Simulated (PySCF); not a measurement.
Atoms are numbered as in `[CH3:1][c:2]1[cH:3][cH:4][s:5][c:6]1[CH3:7]`. Each H is labelled by its parent atom.

Geometry: GFN2-xTB; GIAO shifts from PySCF 2.14.0 with density-fitted response routines, gas phase, non-relativistic, averaged over equivalent atoms.

At PBE0/pcSseg-1 (166 basis functions, 32 s wall time on 1 thread of an Arm Neoverse N1, shared host):
```json
{"atoms": "C6", "δ (ppm)": "141.7"}
{"atoms": "C2", "δ (ppm)": "137.4"}
{"atoms": "C3", "δ (ppm)": "134.2"}
{"atoms": "C4", "δ (ppm)": "129.4"}
{"atoms": "C1", "δ (ppm)": "15.5"}
{"atoms": "C7", "δ (ppm)": "15.4"}
{"atoms": "H(C3)", "δ (ppm)": "6.93"}
{"atoms": "H(C4)", "δ (ppm)": "6.84"}
{"atoms": "H(C7)", "δ (ppm)": "2.47"}
{"atoms": "H(C1)", "δ (ppm)": "2.36"}
```

Chemical shifts δ = σref − σ; $^{13}$C (σ = 186.93 ppm), $^{1}$H (σ = 31.72 ppm) against TMS, all at this level.

Problem. Estimate the result of repeating the calculation with LC-wPBE/6-31++G**.

Solution. 
```
atoms  δ at LC-wPBE/6-31++G**  change
   C6                   139.5    -2.2
   C2                   131.7    -5.7
   C3                   127.9    -6.3
   C4                   127.2    -2.2
   C1                    15.1    -0.4
   C7                    14.8    -0.6
H(C3)                    7.17   +0.24
H(C4)                    7.15   +0.31
H(C7)                    2.36   -0.11
H(C1)                    2.25   -0.11
```

Scale: TMS for $^{13}$C (σref 202.70), $^{1}$H (σref 31.93) (reference shieldings calculated alike).

The largest change is at C3 (aromatic CH). Cost: 178 basis functions, 63 s wall time on 1 thread of an Arm Neoverse N1, shared host. The order of the carbon signals is the same at both levels.
